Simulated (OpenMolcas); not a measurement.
## Ir4+ in a point-charge field

Ir4+ among 2 point charges of -1 e arranged as a linear pair (D∞h), 2.31 Å from the ion.
```
   0.0000    0.0000    2.3100  -1.00
   0.0000    0.0000   -2.3100  -1.00
```

- Program: OpenMolcas
- Method: SS-CASPT2, IPEA 0.25 Eh, imaginary shift 0.1 Eh (closed shells correlated: 5s 5p)
- Basis: ANO-RCC-VTZP [8s7p5d3f1g]
- Scalar Hamiltonian: DKH2, point nucleus
- Active space: 5 electrons in 5 orbitals (5d)
- State averaging: 2S+1 = 6 even, 1 root; 2S+1 = 4 even, 24 roots; 2S+1 = 2 even, 75 roots
- Spin-orbit coupling: state interaction with AMFI integrals over the reference wave functions

The lowest spin-free states (labels by Λ), above the lowest:

| State | Degeneracy | E (cm-1) | Free-ion L (%) |
| --- | --- | --- | --- |
| 6Σ | 1 | 0 | S (100) |
| 4Δ | 2 | 22980 | G (86) |
| 4Φ | 2 | 23580 | G (95) |
| 4Π | 2 | 23750 | G (96) |
| 4Σ | 1 | 24310 | G (100) |
| 4Γ | 2 | 24850 | G (100) |
| 4Π | 2 | 25780 | P (64) |
| 4Δ | 2 | 26990 | D (85) |
| 4Σ | 1 | 28840 | P (100) |
| 4Σ | 1 | 30220 | D (100) |
| 4Π | 2 | 32070 | D (60) |
| 2Π | 2 | 35220 | I (97) |
| 2Σ | 1 | 35310 | I (97) |
| 2Δ | 2 | 35440 | I (97) |
| 2Γ | 2 | 35470 | I (92) |
| 2Φ | 2 | 35640 | I (97) |
| 2H | 2 | 35680 | I (94) |
| 2I | 2 | 35990 | I (100) |
| 2Σ | 1 | 38300 | D (97) |
| 2Δ | 2 | 38410 | D (53) |

The lowest levels with spin-orbit coupling:

```
E (cm-1)  Degeneracy      2S+1                g
       0           2  6 (82 %)   0.00 0.00 9.59
     300           2  6 (85 %)   0.00 0.00 5.79
     450           2  6 (86 %)   1.93 5.81 5.81
   15880           2  4 (61 %)   0.00 0.00 5.90
   18230           2  4 (59 %)   0.00 0.00 3.41
   19950           2  4 (59 %)   1.16 2.81 2.81
   20890           2         4   0.00 0.00 9.04
   21590           2         4   0.00 0.00 2.89
   22950           2  4 (88 %)   0.00 0.00 6.04
   23440           2  4 (80 %)  0.00 0.00 11.52
   23740           2  4 (81 %)   0.00 0.00 8.73
   23820           2  4 (89 %)   0.25 2.82 2.82
   23980           2  4 (81 %)   0.00 0.00 6.18
   24540           2  4 (79 %)   0.00 0.00 4.28
   24550           2  4 (77 %)   0.84 5.61 5.61
   24620           2  4 (87 %)   0.00 0.00 3.09
   24930           2  4 (86 %)   0.00 0.00 5.85
   25100           2  4 (89 %)   0.57 0.57 0.75
   25360           2  4 (76 %)  0.00 0.00 13.41
   25850           2  4 (87 %)   0.14 0.14 1.47
```

Powder χT (cm3 K/mol): 2.89 at 2 K, 2.93 at 10 K, 3.14 at 50 K, 3.39 at 100 K, 3.72 at 200 K, 3.88 at 300 K. The effective moment at 300 K is 2.828 √(χT) = 5.57 μB.

Roots that are degenerate in the reference are averaged as groups; the widest CASPT2 spread within a group is 14 cm-1 (the 2-fold group of multiplicity 2 near 35400 cm-1 above the lowest state of its run). Shifts and gaps below about the spread of the groups concerned are not significant. Point charges give a weaker field than real ligands, and real ions of this kind are as a rule low spin; the high spin found here belongs to the model. Free-ion shares, where given, are those of the reference states; single-state CASPT2 does not remix them. Point charges carry no covalency, so the field is a model and not that of real ligands. No measured value stands beside these numbers.
